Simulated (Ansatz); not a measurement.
Consider the silylene formation by 1,1-elimination: `OC(S)[SiH2]F` → `OCS` + `F[SiH]`.

Isolated molecules relaxed with PBE0-D4/def2-TZVP in Ansatz; ΔE leaves out vibrations. CCSD(T)/CBS adds triple-zeta CCSD(T) − MP2 to the extrapolated MP2 energy (def2 sets, frozen cores). This one scheme is used for every species. Functionals use def2-TZVPP. Each species was taken in one conformer, which may not be the lowest.

```csv
level,ΔE (eV)
ωB97X-V,2.22
MP2/def2-QZVPP,2.30
SCS-MP2/def2-QZVPP,2.17
HF/CBS(def2),1.92
```

Question: What does CCSD(T)/CBS give? (Best estimate.)

Answer: Computed: +2.14 eV. The listed levels differ from it by 0.08, 0.16, 0.03, -0.22 eV.

Largest T1 diagnostic among the species: 0.015.

From PBE to PBE0 (25 % exact exchange), in def2-TZVPP and without D4, ΔE moves by +0.12 eV. In def2-TZVPP, CCSD(T) changes the Hartree–Fock value by +0.15 eV (the triples alone add +0.05 eV) and MP2 by +0.34 eV. The D4 term adds +0.18 eV with B3LYP and +0.09 eV with PBE0; it sums over pairs of atoms, weighted by their polarisabilities, and B3LYP, whose exchange is more repulsive, gets the larger term.

B3LYP here is the variant with VWN-RPA as its local correlation; programs differ in this.
